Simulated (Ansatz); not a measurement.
Total energies of Nb(NH)Cl3 (NbNCl3H) from Ansatz at PBE0-D4/def2-TZVP, gas phase (1 Eh = 27.2114 eV = 2625.5 kJ/mol). The reference geometry is relaxed at PBE0-D4/def2-SVP.

Cartesian coordinates in Å:
```
Nb 0.029 -0.186 -0.365
N -0.094 0.593 1.163
H -0.166 1.054 2.066
Cl 0.287 1.464 -1.934
Cl -1.914 -1.362 -0.669
Cl 1.858 -1.564 -0.262
```

```json
{"state": "charge 0 singlet", "geometry": "reference", "energy (Eh)": "-1492.71512"}
{"state": "charge 1 doublet", "geometry": "reference", "energy (Eh)": "-1492.32479"}
{"state": "free Nb atom (sextet)", "geometry": "–", "energy (Eh)": "-56.81952"}
{"state": "free N atom (quartet)", "geometry": "–", "energy (Eh)": "-54.54382"}
{"state": "free H atom (doublet)", "geometry": "–", "energy (Eh)": "-0.50104"}
{"state": "free Cl atom (doublet)", "geometry": "–", "energy (Eh)": "-459.99739"}
```

In the def2 sets Nb takes a core potential; there is no spin–orbit coupling.

Q: Work out the vertical ionisation energy to the doublet.

A: E(charge 1 doublet) − E(charge 0 singlet) = -1492.32479 − (-1492.71512) = 0.39033 Eh = 10.62 eV. For comparison, −ε of the highest occupied level is 8.85 eV at this level, 1.77 eV less.

Q: What is the binding energy per atom against free atoms?

A: Atoms: 1 × (-56.81952) + 1 × (-54.54382) + 1 × (-0.50104) + 3 × (-459.99739) = -1491.85655 Eh. Binding: -1491.85655 − (-1492.71512) = 0.85857 Eh = 23.36 eV, or 3.89 eV for each of 6 atoms (no zero-point energy, no counterpoise term).
